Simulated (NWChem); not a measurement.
System: CH3FTe; SMILES [Te](C)F

The following NWChem deck was run.

```
start job
memory heap 200 mb stack 900 mb global 1100 mb
geometry units angstroms noautoz
  Te     0.356748     0.037759    -0.000351
  F     -0.928891     1.533547    -0.001047
  C     -1.174821    -1.483693    -0.002273
  H     -0.652219    -2.461509    -0.010009
  H     -1.794404    -1.383726    -0.911666
  H     -1.788495    -1.394434     0.912185
end
basis spherical
  * library def2-svpd
end
ecp
  Te library def2-ecp
end
dft
  xc pbe0
  iterations 150
  vectors input atomic output neutral.movecs
end
task dft energy
charge 1
dft
  odft
  mult 2
  vectors input atomic output cation.movecs
end
task dft energy
charge -1
dft
  odft
  mult 2
  vectors input atomic output anion.movecs
end
task dft energy
```

Excerpt of the output:

```
             Northwest Computational Chemistry Package (NWChem) 7.3.0
             --------------------------------------------------------

 C1  symmetry detected

                             Geometry "geometry" -> ""
                             -------------------------

 Output coordinates in angstroms (scale by  1.889725989 to convert to a.u.)

  No.       Tag          Charge          X              Y              Z
 ---- ---------------- ---------- -------------- -------------- --------------
    1 Te                  52.0000     0.37074551     0.03762315     0.00001673
    2 F                    9.0000    -1.00515646     1.45082648     0.00001037
    3 C                    6.0000    -1.06355105    -1.57585658     0.00008393
    4 H                    1.0000    -0.48133897    -2.51939447    -0.00780168
    5 H                    1.0000    -1.68897985    -1.51486894    -0.90875678
    6 H                    1.0000    -1.68073324    -1.52443940     0.91509147

 Effective nuclear repulsion energy (a.u.)     255.4780796851

                                 NWChem DFT Module
                                 -----------------

 Summary of "ao basis" -> "ao basis" (spherical)
 ------------------------------------------------------------------------------
       Tag                 Description            Shells   Functions and Types
 ---------------- ------------------------------  ------  ---------------------
 Te                        def2-svpd                13       35   5s5p3d
 F                         def2-svpd                 9       23   4s3p2d
 C                         def2-svpd                 8       20   4s2p2d
 H                         def2-svpd                 4        8   2s2p

            General Information
            -------------------
          SCF calculation type: DFT
          Wavefunction type:  closed shell.
          No. of atoms     :     6
          No. of electrons :    42
           Alpha electrons :    21
            Beta electrons :    21
          Charge           :     0
          Spin multiplicity:     1
          Use of symmetry is: off; symmetry adaption is: off
          Maximum number of iterations: 150
          AO basis - number of functions:   102
                     number of shells:    42
          Convergence on energy requested:  1.00D-06
          Convergence on density requested:  1.00D-05
          Convergence on gradient requested:  5.00D-04

              XC Information
              --------------
                         PBE0 Method XC Functional
                     Hartree-Fock (Exact) Exchange  0.250
          PerdewBurkeErnzerhof Exchange Functional  0.750
            Perdew 1991 LDA Correlation Functional  1.000 local
           PerdewBurkeErnz. Correlation Functional  1.000 non-local

             Grid Information
             ----------------
          Grid used for XC integration:  medium
          Radial quadrature: Mura-Knowles
          Angular quadrature: Lebedev.
          Tag              B.-S. Rad. Rad. Pts. Rad. Cut. Ang. Pts.
          ---              ---------- --------- --------- ---------
          Te                  1.40      123          11.0       590
          F                   0.50       49          11.0       434
          C                   0.70       49          11.0       434
          H                   0.35       45          12.0       434
          Grid pruning is: on
          Number of quadrature shells:   356
          Spatial weights used:  Erf1

      Superposition of Atomic Density Guess
      -------------------------------------

 Sum of atomic energies:        -449.64175582

      Non-variational initial energy
      ------------------------------

 Total energy =    -405.962538
 1-e energy   =    -917.085012
 2-e energy   =     380.766351
 HOMO         =      -0.220203
 LUMO         =      -0.095733

   convergence    iter        energy       DeltaE   RMS-Dens  Diis-err
 ---------------- ----- ----------------- --------- --------- ---------
 d= 0,ls=0.0,diis     1   -407.4607487367 -5.38D+02  1.37D-02  4.83D-01
 d= 0,ls=0.0,diis     2   -407.3076780583  1.53D-01  7.39D-03  2.23D+00
 d= 0,ls=0.0,diis     3   -407.5232079396 -2.16D-01  1.09D-03  7.96D-03
 d= 0,ls=0.0,diis     4   -407.5238471308 -6.39D-04  4.29D-04  1.73D-03
 d= 0,ls=0.0,diis     5   -407.5240332454 -1.86D-04  1.03D-04  1.01D-04
  Resetting Diis
 d= 0,ls=0.0,diis     6   -407.5240445610 -1.13D-05  3.62D-05  1.93D-05
 d= 0,ls=0.0,diis     7   -407.5240474290 -2.87D-06  9.68D-06  1.92D-07
 d= 0,ls=0.0,diis     8   -407.5240474310 -2.00D-09  4.35D-06  1.98D-07

         Total DFT energy =     -407.524047431011
      One electron energy =     -918.892175907619
           Coulomb energy =      418.592141732861
    Exchange-Corr. energy =      -37.580135919683
 Nuclear repulsion energy =      130.356122663429

 Numeric. integr. density =       41.999990254953

                       DFT Final Molecular Orbital Analysis
                       ------------------------------------

 Vector   19  Occ=2.000000D+00  E=-4.146911D-01
              MO Center= -9.7D-01,  1.2D+00,  2.4D-04, r^2= 1.3D+00
   Bfn.  Coefficient  Atom+Function         Bfn.  Coefficient  Atom+Function
  ----- ------------  ---------------      ----- ------------  ---------------
    42      0.619588  2 F  pz                45     -0.412936  2 F  pz
    65      0.123203  3 C  pz                14     -0.114015  1 Te pz
    48     -0.107461  2 F  pz                87     -0.089802  5 H  s
    95      0.088336  6 H  s                 68      0.056884  3 C  pz
    11      0.044388  1 Te pz                17     -0.040442  1 Te pz

 Vector   20  Occ=2.000000D+00  E=-3.363454D-01
              MO Center= -2.1D-01, -3.2D-01, -5.5D-05, r^2= 3.2D+00
   Bfn.  Coefficient  Atom+Function         Bfn.  Coefficient  Atom+Function
  ----- ------------  ---------------      ----- ------------  ---------------
    12      0.354758  1 Te px                64     -0.271435  3 C  py
    40      0.245887  2 F  px                 4      0.234735  1 Te s
    63     -0.235142  3 C  px                 3      0.224949  1 Te s
    13      0.224818  1 Te py                67     -0.189717  3 C  py
    15      0.184590  1 Te px                43     -0.177829  2 F  px

 Vector   21  Occ=2.000000D+00  E=-2.314928D-01
              MO Center=  3.1D-01,  7.8D-03,  1.4D-04, r^2= 2.6D+00
   Bfn.  Coefficient  Atom+Function         Bfn.  Coefficient  Atom+Function
  ----- ------------  ---------------      ----- ------------  ---------------
    14      0.607679  1 Te pz                17      0.512228  1 Te pz
    11     -0.232424  1 Te pz                42      0.189721  2 F  pz
     8     -0.181112  1 Te pz                45     -0.134436  2 F  pz
    96     -0.100042  6 H  s                 88      0.099083  5 H  s
    95     -0.089800  6 H  s                 87      0.089159  5 H  s

 Vector   22  Occ=0.000000D+00  E=-8.849972D-02
              MO Center=  4.1D-01,  1.7D-02,  1.1D-04, r^2= 3.6D+00
   Bfn.  Coefficient  Atom+Function         Bfn.  Coefficient  Atom+Function
  ----- ------------  ---------------      ----- ------------  ---------------
    16      0.499021  1 Te py                13      0.427631  1 Te py
    15     -0.321880  1 Te px                12     -0.278944  1 Te px
    40      0.222257  2 F  px                 4      0.196281  1 Te s
    38     -0.184353  2 F  s                 41     -0.183603  2 F  py
    43     -0.180317  2 F  px                 3      0.177615  1 Te s

 Vector   23  Occ=0.000000D+00  E=-1.983167D-02
              MO Center=  1.4D-01, -3.8D-01, -2.4D-04, r^2= 7.6D+00
   Bfn.  Coefficient  Atom+Function         Bfn.  Coefficient  Atom+Function
  ----- ------------  ---------------      ----- ------------  ---------------
    15      0.452569  1 Te px                18      0.434614  1 Te px
    19      0.320055  1 Te py                 3     -0.300239  1 Te s
    60      0.277505  3 C  s                  4     -0.271170  1 Te s
    12      0.265215  1 Te px                61      0.250848  3 C  s
    16      0.243358  1 Te py                67      0.238970  3 C  py

 Vector   24  Occ=0.000000D+00  E= 1.531513D-02
              MO Center=  6.5D-01, -1.1D+00, -1.5D-03, r^2= 9.6D+00
   Bfn.  Coefficient  Atom+Function         Bfn.  Coefficient  Atom+Function
  ----- ------------  ---------------      ----- ------------  ---------------
     5      1.900703  1 Te s                 61      0.737222  3 C  s
    39     -0.634308  2 F  s                 80     -0.597455  4 H  s
     4     -0.530749  1 Te s                 15     -0.470028  1 Te px
    19     -0.381206  1 Te py                85     -0.309489  4 H  py
    88     -0.273577  5 H  s                 96     -0.274569  6 H  s

     Multipole analysis of the density
     ---------------------------------

     L   x y z        total         alpha         beta         nuclear
     -   - - -        -----         -----         ----         -------
     0   0 0 0     -0.000000    -21.000000    -21.000000     42.000000

     1   1 0 0      0.343168      9.980088      9.980088    -19.617008
     1   0 1 0     -1.114961      0.437884      0.437884     -1.990729
     1   0 0 1     -0.000293      0.000296      0.000296     -0.000885

     2   2 0 0    -27.889014    -58.739864    -58.739864     89.590713
     2   1 1 0      2.137473     -5.358222     -5.358222     12.853916
     2   1 0 1      0.000504      0.000034      0.000034      0.000436
     2   0 2 0    -28.007710    -94.074411    -94.074411    160.141111
     2   0 1 1      0.000689     -0.000831     -0.000831      0.002351
     2   0 0 2    -30.049829    -17.994776    -17.994776      5.939723

                                 NWChem DFT Module
                                 -----------------

            General Information
            -------------------
          SCF calculation type: DFT
          Wavefunction type:  spin polarized.
          No. of atoms     :     6
          No. of electrons :    41
           Alpha electrons :    21
            Beta electrons :    20
          Charge           :     1
          Spin multiplicity:     2
          Use of symmetry is: off; symmetry adaption is: off
          Maximum number of iterations: 150
          AO basis - number of functions:   102
                     number of shells:    42
          Convergence on energy requested:  1.00D-06
          Convergence on density requested:  1.00D-05
          Convergence on gradient requested:  5.00D-04

              XC Information
              --------------
                         PBE0 Method XC Functional
                     Hartree-Fock (Exact) Exchange  0.250
          PerdewBurkeErnzerhof Exchange Functional  0.750
            Perdew 1991 LDA Correlation Functional  1.000 local
           PerdewBurkeErnz. Correlation Functional  1.000 non-local

             Grid Information
             ----------------
          Grid used for XC integration:  medium
          Radial quadrature: Mura-Knowles
          Angular quadrature: Lebedev.
          Tag              B.-S. Rad. Rad. Pts. Rad. Cut. Ang. Pts.
          ---              ---------- --------- --------- ---------
          Te                  1.40      123          11.0       590
          F                   0.50       49          11.0       434
          C                   0.70       49          11.0       434
          H                   0.35       45          12.0       434
          Grid pruning is: on
          Number of quadrature shells:   356
          Spatial weights used:  Erf1

      Superposition of Atomic Density Guess
      -------------------------------------

 Sum of atomic energies:        -449.64175582

 Renormalizing density from      42.00 to     41

      Non-variational initial energy
      ------------------------------

 Total energy =    -402.043058
 1-e energy   =    -895.249655
 2-e energy   =     362.850474
 HOMO         =      -0.542882
 LUMO         =      -0.427109

   convergence    iter        energy       DeltaE   RMS-Dens  Diis-err
 ---------------- ----- ----------------- --------- --------- ---------
 d= 0,ls=0.0,diis     1   -407.0565606647 -5.37D+02  1.08D-02  3.92D-01
                                                     1.29D-02  3.88D-01
 d= 0,ls=0.0,diis     2   -405.6213676186  1.44D+00  8.09D-03  3.83D+00
                                                     1.06D-02  3.36D+00
 d= 0,ls=0.0,diis     3   -407.1997092470 -1.58D+00  1.89D-03  1.97D-02
                                                     1.78D-03  1.87D-02
 d= 0,ls=0.0,diis     4   -407.2075693879 -7.86D-03  4.84D-04  2.09D-03
                                                     4.77D-04  2.02D-03
 d= 0,ls=0.0,diis     5   -407.2084014525 -8.32D-04  1.41D-04  2.76D-04
                                                     1.62D-04  3.34D-04
  Resetting Diis
 d= 0,ls=0.0,diis     6   -407.2085688118 -1.67D-04  6.18D-05  2.25D-05
                                                     4.95D-05  2.00D-05
 d= 0,ls=0.0,diis     7   -407.2085851872 -1.64D-05  2.17D-05  1.65D-06
                                                     2.68D-05  1.72D-06
 d= 0,ls=0.0,diis     8   -407.2085862356 -1.05D-06  1.24D-05  1.81D-06
                                                     1.18D-05  1.93D-06
 d= 0,ls=0.0,diis     9   -407.2085872142 -9.79D-07  6.44D-06  4.61D-07
                                                     4.04D-06  2.31D-07

         Total DFT energy =     -407.208587214182
      One electron energy =     -907.874639669963
           Coulomb energy =      407.589960484527
    Exchange-Corr. energy =      -37.280030692175
 Nuclear repulsion energy =      130.356122663429

 Numeric. integr. density =       40.999990104096

                    DFT Final Alpha Molecular Orbital Analysis
                    ------------------------------------------

 Vector   19  Occ=1.000000D+00  E=-6.412351D-01
              MO Center= -8.9D-01, -8.3D-01, -4.5D-03, r^2= 3.4D+00
   Bfn.  Coefficient  Atom+Function         Bfn.  Coefficient  Atom+Function
  ----- ------------  ---------------      ----- ------------  ---------------
    41      0.348637  2 F  py                63      0.307604  3 C  px
    79      0.295380  4 H  s                 44     -0.239882  2 F  py
    64     -0.224870  3 C  py                66      0.174075  3 C  px
    87     -0.165587  5 H  s                 95     -0.160295  6 H  s
     4     -0.146505  1 Te s                 12     -0.134156  1 Te px

 Vector   20  Occ=1.000000D+00  E=-5.798957D-01
              MO Center= -2.9D-01, -2.3D-01, -1.3D-04, r^2= 3.2D+00
   Bfn.  Coefficient  Atom+Function         Bfn.  Coefficient  Atom+Function
  ----- ------------  ---------------      ----- ------------  ---------------
    12      0.385527  1 Te px                13      0.270035  1 Te py
    40      0.263394  2 F  px                64     -0.263167  3 C  py
    63     -0.211782  3 C  px                15      0.198503  1 Te px
    41      0.185469  2 F  py                43     -0.183890  2 F  px
     3      0.179711  1 Te s                 67     -0.166039  3 C  py

 Vector   21  Occ=1.000000D+00  E=-5.262702D-01
              MO Center=  1.7D-01,  2.1D-02,  3.6D-04, r^2= 2.5D+00
   Bfn.  Coefficient  Atom+Function         Bfn.  Coefficient  Atom+Function
  ----- ------------  ---------------      ----- ------------  ---------------
    14      0.681416  1 Te pz                17      0.455105  1 Te pz
    11     -0.243843  1 Te pz                42      0.240863  2 F  pz
     8     -0.190407  1 Te pz                45     -0.165070  2 F  pz
    65     -0.127667  3 C  pz                95     -0.111901  6 H  s
    87      0.111123  5 H  s                 96     -0.111239  6 H  s

[...]
```

Level: PBE0/def2-SVPD with def2 effective core potentials on Te, vertical spin-unrestricted ions. Structure relaxed at the PBE-D3(BJ)/def2-SVP level. def2 effective core potentials on Te; no spin-orbit coupling.
